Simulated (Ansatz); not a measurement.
Basis-set extrapolation for C7H14, SMILES `CC1CCCCC1` (PBE0-D4/def2-TZVP geometry, frozen core, the Gaussian-basis code of Ansatz). Multiplicity 1, RHF reference.

|  | def2-TZVPP | def2-QZVPP |
| --- | --- | --- |
| HF | -273.337403 | -273.349945 |
| MP2 correlation | -1.219389 | -1.294101 |
| CCSD(T) correlation | -1.342063 | not run |

Energies in hartree. Use E(X) = E(∞) + A·exp(−7.88·√X) for Hartree–Fock and E(X) = E(∞) + B·X^(−2.97) for correlation, with X = 3 and 4, and add CCSD(T) minus MP2 of the smaller set to the MP2 limit.

Question: What is the CCSD(T) energy at the basis-set limit?

Answer: HF limit: -273.349945 + (-0.012542) × 0.13774 = -273.35167. MP2 limit: -1.294101 + (-0.074712) × 0.74074 = -1.34944. Higher-order term: -1.342063 − (-1.219389) = -0.12267. Total: -274.82378 hartree, 90.6 kcal/mol below CCSD(T)/def2-TZVPP.
